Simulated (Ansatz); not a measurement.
Basis sets compared for Na5F4 (the lowest doublet isomer of a short search). The state is a doublet with charge 0. Geometry PBE0-D4/def2-SVP. Ansatz on 4 threads of Arm Neoverse V2 on a shared host; times are rough, and most runs start from earlier orbitals.

```xyz
9

Na    1.520    1.657   -1.699
Na   -2.038   -0.052   -1.946
Na   -0.293    0.546    0.444
Na    2.336   -0.502    1.496
Na   -1.222   -2.212    1.247
F     1.859    1.082    0.257
F     0.375   -1.047    1.849
F    -2.020   -0.782   -0.013
F    -0.516    1.309   -1.635
```

The structure comes from a short search, and lower isomers may exist.

```json
{"level": "PBE-D4/def2-SVP", "functions": "131", "energy (Eh)": "-1209.7029", "HOMO (eV)": "-1.96", "LUMO (eV)": "-1.59", "wall time": "5 s"}
{"level": "PBE0-D4/def2-SVP", "functions": "131", "energy (Eh)": "-1209.7739", "HOMO (eV)": "-2.13", "LUMO (eV)": "-1.07", "wall time": "7 s"}
```

Problem. Estimate the rows for PBE-D4/def2-TZVP (with forces), PBE0-D4/def2-TZVP.

Solution. 
```tsv
level	functions	energy (Eh)	HOMO (eV)	LUMO (eV)	wall time
PBE-D4/def2-TZVP (with forces)	284	-1210.4860	-1.97	-1.54	13 s
PBE0-D4/def2-TZVP	284	-1210.5492	-2.17	-1.07	29 s
```
